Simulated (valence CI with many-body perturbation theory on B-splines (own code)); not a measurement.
**Questions on Nd¹¹⁺**

Level of theory: valence CI with perturbative core correlation (CI+MBPT): three valence electrons over a frozen Dirac-Fock core [Kr] 4d10, radial functions for each j: 8 s, 8 p, 9 d, 9 f, 6 g, 3 h, 2 i, with the one-electron correlation potential Σ1 (screened to all orders), the two-electron term Σ2, the three-electron term Σ3, Breit, model QED; selected single and double excitations, second order for the rest (own B-spline code, finite nucleus).

No measured levels were compared; by estimate terms of the open shell hold to a few per cent of their energy, and close levels can change places; configurations with another count of f electrons can be misplaced by thousands of cm⁻¹. Core correlation moves these levels by up to 48000 cm⁻¹, and in measured spectra 5 to 20 % of such shifts remained as error; rates that hang on mixing are uncertain with them.

Rates and lifetimes use the calculated energies. Strong lines usually hold to 10 to 20 %, long lifetimes can be off by a factor of two.

Problem. What is the ground level?

Solution. 4f5s² ²F°_5/2, composition 98 % 4f5s² ²F°, g = 0.856.

Problem. Name the longest-lived excited levels whose lifetime is computed, and their main decay.

Solution. 4f²5s ⁴H_11/2 at 127180 cm⁻¹ lives 2.04 s, mostly by M1 to 4f²5s ⁴H_9/2; 4f²5s ⁴H_13/2 at 129690 cm⁻¹ lives 2.03 s, mostly by M1 to 4f²5s ⁴H_11/2; 4f5s² ²F°_7/2 at 4203 cm⁻¹ lives 1.16 s, mostly by M1 to 4f5s² ²F°_5/2.

Problem. What are the static dipole polarisabilities of the lowest levels?

Solution. 4f5s² ²F°_5/2 1.83 (tensor 0.035); 4f5s² ²F°_7/2 1.83 (tensor 0.042); 5s²5p ²P°_1/2 1.81 bohr³, of which the core gives 0.317.

Problem. Among levels below 304670 cm⁻¹, which E1 lines absorb most strongly from the ground level?

Solution. to 4f5s5p ²G_7/2 at 41.80 nm, f = 0.550; to 4f5s5p ²F_5/2 at 43.51 nm, f = 0.447; to 4f5s5p ²D_3/2 at 41.27 nm, f = 0.311.

Problem. How well does LS coupling describe the low levels?

Solution. Among the lowest 20 levels the leading LS term, summed over configurations, holds 92 % on average. For single configurations the figures are 91 % in LS and 76 % in jj coupling. Terms mix most in the J = 5/2 level at 149360 cm⁻¹, where the leading one holds 57 %.

Problem. How is the term ²F° of the ground level split?

Solution. J = 5/2 at 0, J = 7/2 at 4203 cm⁻¹.

Problem. What is the ionisation energy?

Solution. 192.79 eV; NIST lists 195 ± 10 eV (theoretical).
